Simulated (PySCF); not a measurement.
chlorotrifluoromethane (CClF3), SMILES FC(F)(F)Cl.

Geometry optimised at r2SCAN-D4/def2-SVP.

These are M06-2X/def2-TZVP (PySCF) values and carry that method's errors.

```json
{
 "total_energy": "-797.87249 hartree",
 "point_group": "C3v",
 "highest_occupied_level": "-11.54 eV",
 "lowest_empty_level": "1.03 eV",
 "orbital_gap": "12.58 eV",
 "dipole_moment": "0.40 D",
 "quadrupole, principal values (traceless, Buckingham form, about the centre of nuclear charge)": "-0.86, -0.86, 1.73 D·Å",
 "mean_static_polarisability": "26.5 bohr³ (3.93 Å³)",
 "polarisability_principal_values": "23.3, 23.3, 32.8 bohr³"
}
```
